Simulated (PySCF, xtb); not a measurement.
CH2BNO3, SMILES O=C=NB(O)O. The values are those of a single conformer.

Harmonic wavenumbers (cm⁻¹) from xtb with GFN2-xTB at its own minimum, in rising order: 74, 78, 361, 406, 456, 499, 505, 534, 571, 708, 907, 944, 1179, 1373, 1536, 2527, 3651, 3660.

Task: What does PBE-D3(BJ)/def2-SVP (PySCF) give at its own minimum? (Estimate from the structure and the level; the computed values follow.)

Result: 37, 81, 391, 411, 445, 524, 559, 581, 626, 690, 972, 976, 1244, 1467, 1559, 2432, 3781, 3782. Paired by order, the mean absolute difference is 51 cm⁻¹ and the zero-point energies are 28.5 and 29.4 kcal/mol.
